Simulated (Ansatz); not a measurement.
A nudged elastic band was laid between two geometries of Cl2Zn + F (4 atoms, charge 0, multiplicity 2).

These are results of UHF/def2-SVP in Ansatz 0.2.0, not measurements.

```yaml
movable_images: 5
climbing_image: from the first iteration
spring: 5.0 eV/Å²
optimiser: lbfgs
start_path: through a guess of the saddle point
force_threshold: 0.05 eV/Å
iteration_limit: 60
end_points: relaxed
```

Image 0:

```xyz
4
Properties=species:S:1:pos:R:3
Zn 0.000 0.000 -0.234
Cl 0.000 0.000 1.897
Cl 0.000 0.000 -2.364
F 0.000 0.000 5.240
```

Image 6:

```xyz
4
Properties=species:S:1:pos:R:3
Zn 0.000 0.000 -0.610
Cl 0.000 -0.001 3.163
Cl 0.000 0.000 -2.792
F 0.000 0.000 4.779
```

Problem. Which bonds break or form, and what moves?

Solution. Bonds broken: Zn1–Cl2. Bonds formed: Cl2–F4. Cl2Zn + F becomes ClF + ClZn.

Problem. Give the energies along the band, and the barrier.

Solution. It converged. The highest image is number 5 of 0 to 6, 3.27 eV above the first end and 0.00 eV above the last; the last end lies 3.27 eV above the first. Neighbouring images differ by up to 1.4 eV, so the band resolves the path poorly. The top lies less than 8 meV above the higher end, about what the thresholds resolve: that end is a shoulder or a very shallow well. Another band between the same ends (5 images) ends at a top of the same energy, where a vibrational analysis finds 1 clearly imaginary mode.

```json
{"image": "0", "path coordinate (Å)": "0.00", "energy (eV)": "0.00", "Zn1–Cl2 (Å)": "2.13", "Cl2–F4 (Å)": "3.34"}
{"image": "1", "path coordinate (Å)": "0.28", "energy (eV)": "0.01", "Zn1–Cl2 (Å)": "2.13", "Cl2–F4 (Å)": "3.01"}
{"image": "2", "path coordinate (Å)": "0.57", "energy (eV)": "0.30", "Zn1–Cl2 (Å)": "2.30", "Cl2–F4 (Å)": "2.62"}
{"image": "3", "path coordinate (Å)": "0.86", "energy (eV)": "1.46", "Zn1–Cl2 (Å)": "2.64", "Cl2–F4 (Å)": "2.33"}
{"image": "4", "path coordinate (Å)": "1.15", "energy (eV)": "2.87", "Zn1–Cl2 (Å)": "3.00", "Cl2–F4 (Å)": "2.00"}
{"image": "5", "path coordinate (Å)": "1.45", "energy (eV)": "3.27", "Zn1–Cl2 (Å)": "3.32", "Cl2–F4 (Å)": "1.63"}
{"image": "6", "path coordinate (Å)": "1.90", "energy (eV)": "3.27", "Zn1–Cl2 (Å)": "3.77", "Cl2–F4 (Å)": "1.62"}
```

Problem. What is the geometry of the highest image?

Solution. 
```xyz
4
Properties=species:S:1:pos:R:3
Zn 0.000 0.000 -0.389
Cl 0.000 0.000 2.934
Cl 0.000 0.000 -2.565
F 0.000 0.000 4.560
```

Time of the run: 3.6 min on 2 threads of Arm Neoverse V2, on a shared host, peak memory 0.25 GiB.
